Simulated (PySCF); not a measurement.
**Sb²⁺ (antimony, charge +2) across methods**

[Kr] 4d10 5s1 5p2, high-spin 4P determinant (an excited configuration). All numbers are calculated (PySCF 2.14, scalar relativity through the core potential, in def2-TZVPPD with the def2 core potential (28 electrons) (7s5p4d2f, 56 functions)).

```json
{"method": "UHF", "E (hartree)": "-238.16901", "mean ε 4d β (eV)": "-63.318", "mean ε 5s α (eV)": "-37.240", "mean ε 5p α (eV)": "-25.979", "Σ⟨r²⟩ (bohr²)": "37.33", "⟨S²⟩": "3.753"}
{"method": "PBE0", "E (hartree)": "-239.0136", "mean ε 4d β (eV)": "-55.488", "mean ε 5s α (eV)": "-32.996", "mean ε 5p α (eV)": "-22.922", "Σ⟨r²⟩ (bohr²)": "36.99", "⟨S²⟩": "3.751"}
{"method": "r2SCANh", "E (hartree)": "-239.0926", "mean ε 4d β (eV)": "-54.359", "mean ε 5s α (eV)": "-32.572", "mean ε 5p α (eV)": "-22.561", "Σ⟨r²⟩ (bohr²)": "36.86", "⟨S²⟩": "3.752"}
{"method": "PBEsol", "E (hartree)": "-238.7317", "mean ε 4d β (eV)": "-52.372", "mean ε 5s α (eV)": "-31.408", "mean ε 5p α (eV)": "-21.731", "Σ⟨r²⟩ (bohr²)": "36.98", "⟨S²⟩": "3.751"}
{"method": "TPSSh", "E (hartree)": "-238.9246", "mean ε 4d β (eV)": "-53.719", "mean ε 5s α (eV)": "-32.013", "mean ε 5p α (eV)": "-22.222", "Σ⟨r²⟩ (bohr²)": "37.00", "⟨S²⟩": "3.751"}
{"method": "PBE", "E (hartree)": "-238.9873", "mean ε 4d β (eV)": "-52.477", "mean ε 5s α (eV)": "-31.320", "mean ε 5p α (eV)": "-21.707", "Σ⟨r²⟩ (bohr²)": "37.02", "⟨S²⟩": "3.751"}
{"method": "BP86", "E (hartree)": "-239.1058", "mean ε 4d β (eV)": "-52.600", "mean ε 5s α (eV)": "-31.450", "mean ε 5p α (eV)": "-21.800", "Σ⟨r²⟩ (bohr²)": "36.94", "⟨S²⟩": "3.751"}
{"method": "r2SCAN", "E (hartree)": "-239.1010", "mean ε 4d β (eV)": "-53.242", "mean ε 5s α (eV)": "-31.964", "mean ε 5p α (eV)": "-22.123", "Σ⟨r²⟩ (bohr²)": "36.85", "⟨S²⟩": "3.752"}
```

(1) Estimate the same row for LDA.

Energies and moments cover only the electrons outside the core potential.

Answers

(1) E (hartree) = -238.5945; mean ε 4d β (eV) = -52.546; mean ε 5s α (eV) = -31.593; mean ε 5p α (eV) = -21.804; Σ⟨r²⟩ (bohr²) = 37.03; ⟨S²⟩ = 3.751.
